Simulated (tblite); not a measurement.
Compound: C5H12Si3.
Cartesian coordinates in Å at the GFN2-xTB level; atoms count from 1:
```xyz
20
C5H12Si3 angstrom
C      3.5139    0.1326    1.0377
C      2.2614    0.3951    0.3569
C      1.2353    0.6292   -0.2201
C     -0.0178    0.8836   -0.8841
Si    -0.6972   -0.7646   -1.5941
C     -1.4720   -1.6199   -0.0792
Si    -2.3426   -0.3404    1.0511
Si    -1.2857    1.6061    0.3816
H      3.5378   -0.8957    1.4003
H      3.6314    0.8071    1.8867
H      4.3513    0.2814    0.3552
H      0.1643    1.5959   -1.6922
H     -1.7270   -0.4638   -2.6001
H      0.3704   -1.5650   -2.2043
H     -2.1530   -2.4106   -0.3870
H     -0.6778   -2.1090    0.4852
H     -3.7867   -0.3638    0.7691
H     -2.2060   -0.7438    2.4583
H     -2.1405    2.5599   -0.3458
H     -0.5648    2.3963    1.3877
```

Computed with GFN2-xTB (tblite): harmonic, unscaled wavenumbers at the GFN2-xTB geometry, gas phase. Errors from tens to a few hundred cm⁻¹ against measured bands are possible. Modes of hydrogen on silicon can be 10 to 20 % off. One conformer, not necessarily the lowest. The optimisation stopped once no atom felt more than 0.01 eV/Å.

Lowest wavenumbers of the output (negative numbers stand for imaginary wavenumbers):
```
mode    cm-1
  1     -44.6
  2      32.8
  3      71.0
  4      97.3
  5     134.4
  6     202.1
  7     236.4
  8     259.3
```

Q: Is this structure a minimum?

A: Not by this Hessian. 1 mode is imaginary beyond 20i (45i cm⁻¹), so at this level the point lies at or near a first-order saddle. The curvature is small, so loose convergence or finite differences may be the whole cause.

Q: Which atoms move in the imaginary mode?

A: 45i: H11 (methyl hydrogen) 33 %, H9 (methyl hydrogen) 33 %, H10 (methyl hydrogen) 33 %. These are shares of the mass-weighted motion.

Q: What is the remedy?

A: Step along that mode in both directions, optimise again with tighter thresholds and repeat the frequencies. The zero-point energy of this point (87.1 kcal/mol) counts the 53 real modes alone, and thermal corrections from it aren't those of a minimum.

The run took 1.8 s on Arm Neoverse N1, one thread, no GPU, shared host. This covers the Hessian and the dipole derivatives.
